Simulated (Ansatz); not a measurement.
A structure relaxed at PBE0-D4/def2-TZVP, charge 0, multiplicity 1:

```
atom   x (Å)   y (Å)   z (Å)
  C1  -0.305   3.810   0.329
  C2  -0.857   2.525  -0.192
  O3  -2.015   2.254  -0.321
  O4   0.131   1.654  -0.513
 Si5  -0.133   0.120  -1.048
 Cl6  -0.748   0.129  -2.965
  O7   1.384  -0.506  -0.924
  C8   1.671  -1.826  -1.034
  C9   3.122  -2.092  -0.810
 O10   0.831  -2.644  -1.276
 O11  -1.272  -0.704  -0.200
 C12  -1.192  -0.902   1.136
 C13  -2.360  -1.673   1.648
 O14  -0.273  -0.487   1.785
 H15  -1.117   4.493   0.564
 H16   0.360   4.251  -0.416
 H17   0.293   3.610   1.220
 H18   3.324  -3.155  -0.917
 H19   3.401  -1.751   0.189
 H20   3.714  -1.518  -1.526
 H21  -3.279  -1.131   1.415
 H22  -2.411  -2.635   1.134
 H23  -2.268  -1.820   2.721
```

(1) Give its formula and SMILES.

(2) Point group (tolerance 0.08 Å, 0.16 Å for H)?

(3) Summarise the bond lengths by kind.

Results:

(1) C6H9ClO6Si, `CC(=O)O[Si](Cl)(OC(C)=O)OC(C)=O`.

(2) Cs.

(3) 3 × C–C 1.490 to 1.492 Å; 9 × C–H 1.087 to 1.092 Å; 6 × C–O 1.197 to 1.355 Å; 3 × O–Si 1.642 to 1.646 Å; 1 × Cl–Si 2.013 Å.

All numbers were calculated with Ansatz.
